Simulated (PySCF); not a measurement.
Gallium: a sound run and one with changed settings

Sound run: Ga [Ar] 3d10 4s2 4p1, Ga+ [Ar] 3d10 4s2. Calculation: PySCF 2.14, in x2c-TZVPall; scalar relativity by spin-free X2C-1e. In the sound run the correlated levels freeze [Ar] 3d10. The sound run starts from symmetry-adapted Hartree-Fock orbitals and uses a fine grid where one is needed.

Changed run: no relativity, point nucleus. This setting is unsound on purpose.

```json
{"species": "Ga", "method": "UHF", "sound run (hartree)": "-1942.16906", "changed run (hartree)": "-1915.21420", "converged": "yes"}
{"species": "Ga", "method": "MN15", "sound run (hartree)": "-1945.01769", "changed run (hartree)": "-1918.12896", "converged": "yes"}
{"species": "Ga", "method": "B3LYP", "sound run (hartree)": "-1943.87403", "changed run (hartree)": "-1916.92955", "converged": "yes"}
{"species": "Ga", "method": "MP2", "sound run (hartree)": "-1942.20279", "changed run (hartree)": "-1915.24826", "converged": "yes"}
{"species": "Ga", "method": "CCSD(T)", "sound run (hartree)": "-1942.21632", "changed run (hartree)": "-1915.26231", "converged": "yes"}
{"species": "Ga+", "method": "UHF", "sound run (hartree)": "-1941.96637", "changed run (hartree)": "-1915.00928", "converged": "yes"}
{"species": "Ga+", "method": "MN15", "sound run (hartree)": "-1944.79770", "changed run (hartree)": "-1917.90703", "converged": "yes"}
{"species": "Ga+", "method": "B3LYP", "sound run (hartree)": "-1943.65456", "changed run (hartree)": "-1916.70813", "converged": "yes"}
{"species": "Ga+", "method": "MP2", "sound run (hartree)": "-1941.99255", "changed run (hartree)": "-1915.03594", "converged": "yes"}
{"species": "Ga+", "method": "CCSD(T)", "sound run (hartree)": "-1942.00307", "changed run (hartree)": "-1915.04694", "converged": "yes"}
```

Ionisation energy of Ga:

```tsv
method	sound run (eV)	changed run (eV)
UHF	5.516	5.576
MN15	5.986	6.039
B3LYP	5.972	6.025
MP2	5.721	5.778
SCS-MP2	5.704	5.761
CCSD	5.780	5.837
CCSD(T)	5.803	5.861
```

Most of the change in total energy is the relativistic energy itself. On top of that the contraction fixes the core shape for the Hamiltonian it was made with, so the changed run is not a good calculation with the other Hamiltonian either.

For comparison, NIST gives 5.999 eV between the lowest levels.
